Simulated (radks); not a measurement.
Values are calculated unless marked as measured or tabulated.
Q: The chlorine ion Cl+ is in [Ne] 3s2 3p4. Level of theory: scalar-relativistic Kohn-Sham, BLYP, spin-polarised, spherical densities, finite nucleus; Fermi nuclear charge, rms radius of each element as measured or else 0.836 A^(1/3) + 0.57 fm (a radial shooting solver on a logarithmic mesh with Libxc functionals). Open shells are filled with parallel spins first. One electron is removed from 3p, 2s, 2p, 3s in turn, with full relaxation. Which removal costs least, and what does each cost?

A: 3p 23.676 eV; 3s 36.745 eV; 2p 223.07 eV; 2s 282.11 eV. The 3p electron leaves first.
